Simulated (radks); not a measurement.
Task: These are the eigenvalues of the occupied orbitals of an atom or ion with whole-number occupations (Ry). All-electron calculation, scalar-relativistic Kohn-Sham, r2SCAN, spin-polarised, spherical densities, finite nucleus; meta-GGA in the generalised Kohn-Sham scheme; Fermi nuclear charge, rms radius of each element as measured or else 0.836 A^(1/3) + 0.57 fm. Program: a radial shooting solver on a logarithmic mesh with Libxc functionals.

| orbital | eigenvalue |
|---|---|
| 1s up | -6669.669 |
| 1s down | -6669.667 |
| 2s down | -1201.730 |
| 2s up | -1201.730 |
| 2p up | -1028.273 |
| 2p down | -1028.272 |
| 3s up | -291.9701 |
| 3s down | -291.9696 |
| 3p up | -242.2030 |
| 3p down | -242.2022 |
| 3d up | -192.0377 |
| 3d down | -192.0369 |
| 4s up | -68.55065 |
| 4s down | -68.54906 |
| 4p up | -52.17572 |
| 4p down | -52.17409 |
| 4d up | -33.34017 |
| 4d down | -33.33829 |
| 5s up | -13.10882 |
| 5s down | -13.10364 |
| 4f up | -12.63990 |
| 4f down | -12.63766 |
| 5p up | -8.51652 |
| 5p down | -8.51353 |
| 5d up | -3.33622 |
| 5d down | -3.32634 |
| 6s up | -2.32090 |
| 6s down | -2.23845 |
| 6p up | -1.44813 |

Which element is it, and in what charge state? The configuration may be excited. Open shells, if any, are filled with parallel spins first.

Result: Z = 83, bismuth, charge +2: Bi2+ in [Hg] 6p1. The list shows which subshells hold electrons but not how many an open one holds; the 1s level, -3334.8 hartree, gives Z - s = 81.7 by -(Z - s)^2/2, which with screening and relativity narrows Z to a few neighbours, and the depths of the outer levels then fix element, charge and occupations together.
